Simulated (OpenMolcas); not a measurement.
## Nb2+: effect of the active space

* Program: OpenMolcas 26.06
* Method: CASSCF
* Basis: ANO-R3
* Scalar Hamiltonian: X2C, finite nucleus
* Spin-orbit coupling: state interaction with AMFI integrals over the reference wave functions, term energies averaged over their components

A. 3 electrons in 5 orbitals (4d); 2S+1 = 4 even, 10 roots; 2S+1 = 2 even, 40 roots; cost roughly 14 core-seconds
B. 3 electrons in 6 orbitals (4d 5s); 2S+1 = 4 even, 20 roots; 2S+1 = 2 even, 70 roots kept (CI in the orbitals of an earlier block); cost about 40 core-seconds

Energies in eV above 4d³ ⁴F_3/2, the measured ground level; measured values from the list in Shadmi, J. Res. Natl. Bur. Stand. 70A, 435 (1966).

| Level | A | B | Measured |
| --- | --- | --- | --- |
| 4d³ ⁴F_3/2 | 0.0000 | 0.0000 | 0.0000 |
| 4d³ ⁴F_5/2 | 0.0626 | 0.0647 | 0.0640 |
| 4d³ ⁴F_7/2 | 0.1447 | 0.1492 | 0.1459 |
| 4d³ ⁴F_9/2 | 0.2419 | 0.2488 | 0.2404 |
| 4d³ ⁴P_1/2 | 1.4042 | 1.4112 | 1.0742 |
| 4d³ ⁴P_3/2 | 1.4171 | 1.4080 | 1.0672 |
| 4d³ ²G_7/2 | 1.5034 | 1.4778 | 1.1451 |
| 4d³ ⁴P_5/2 | 1.5037 | 1.5267 | 1.1895 |
| 4d³ ²G_9/2 | 1.5717 | 1.5517 | 1.2156 |
| 4d³ ²P_3/2 [58 %] | 1.9423 | 1.7415 |  |
| 4d³ ²P_1/2 | 1.9580 | 1.6981 |  |
| 4d³ ²H_9/2 | 1.9812 | 2.0185 | 1.6014 |
| 4d³ ²H_11/2 | 2.0237 | 2.0667 | 1.6445 |
| 4d³ ²D_5/2(1) | 2.2068 | 2.0979 | 1.6234 |
| 4d³ ²D_3/2(1) [62 %] | 2.2134 | 2.0619 |  |
| 4d³ ²F_7/2 | 3.2820 | 3.1119 | 2.4625 |
| 4d³ ²F_5/2 | 3.3137 | 3.1123 | 2.4766 |
| 4d³ ²D_5/2(2) | 5.1051 | 5.1737 |  |
| 4d³ ²D_3/2(2) | 5.1418 | 5.1807 |  |

Deviations, from unrounded energies. A percentage is the sum of absolute deviations over the sum of measured energies, with the sign that they share, or ± where signs differ.

| Against measurement | Levels | A | B |
| --- | --- | --- | --- |
| mean absolute deviation (cm-1) | 13 | 2900 | 2700 |
| fine structure of the ground term (%) | 3 | ±0.9 | +2.8 |
| other terms of the ground configuration (%) | 10 | +30.4 | +27.6 |

B lies closest to measurement on these levels. The largest miss of B in the table is 4d³ ²F_7/2, by +5200 cm-1. The ranking rests on the paired levels alone, and a cruder setting can come out closer through cancelling errors.

Between A and B the level of the table that moves most is 4d³ ²P_1/2, by 2100 cm-1 (lowest in B, highest in A).

Without dynamic correlation excited terms often stand tens of per cent too high (terms of higher spin than the ground term too low), and those without a measured partner can miss by more than the paired ones. Levels of configurations with an s electron are missing; early in the row they begin among the upper levels of the d shell and mix with terms of their name (holds for A). Terms from blocks run as CI alone lack orbitals of their own (holds for B). Measured partners are found by configuration, term and J. A level has none where our copy of the source lacks it or the pairing is in doubt (some pairs that miss far off the trend of their configuration count as doubtful), and it then counts in no deviation. Only configurations of the active space appear. Levels that lie high or do not pair safely by name in every column are left out.

A share in square brackets marks a mixed level and gives the weight of the term that names it, the lowest over the columns. A number in round brackets counts repeated terms of one configuration in the order of the reference energies.
